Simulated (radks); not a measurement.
Values are calculated unless marked as measured or tabulated.
Q: Species: Tb+. Configuration: [Xe] 4f9 6s1. Level of theory: Dirac Kohn-Sham, BLYP, spin-unpolarised, spherical densities, finite nucleus; open shells fill j = l - 1/2 first; Fermi nuclear charge, rms radius 5.06 fm (a radial shooting solver on a logarithmic mesh with Libxc functionals). Some entries of the table are withheld. Estimate them.

orbital  occ.  eigenvalue (eV)  <r^2> (bohr^2)
1s1/2       2              (1)       0.0006316
2s1/2       2        -8588.754        0.009829
2p1/2       2              (2)        0.007123
2p3/2       4              (3)        0.008353
3s1/2       2        -1909.175         0.06539
3p1/2       2        -1723.989         0.06080
3p3/2       4        -1569.838         0.06781
3d3/2       4        -1250.398         0.05394
3d5/2       6        -1216.761         0.05589
4s1/2       2              (4)          0.3312
4p1/2       2        -310.1625          0.3480
4p3/2       4        -275.8203          0.3869
4d3/2       4        -156.2843             (5)
4d5/2       6        -150.0846             (6)
5s1/2       2         -53.5697           1.986
5p1/2       2         -34.0931           2.567
5p3/2       4         -29.7084           2.942
4f5/2       6          -9.4965           1.110
6s1/2       1          -8.7782           15.80
4f7/2       3          -8.7141           1.173

A: 
(1) 1s1/2 eigenvalue (eV): -51807.47
(2) 2p1/2 eigenvalue (eV): -8163.356
(3) 2p3/2 eigenvalue (eV): -7416.504
(4) 4s1/2 eigenvalue (eV): -382.7206
(5) 4d3/2 <r^2> (bohr^2): 0.4435
(6) 4d5/2 <r^2> (bohr^2): 0.4590
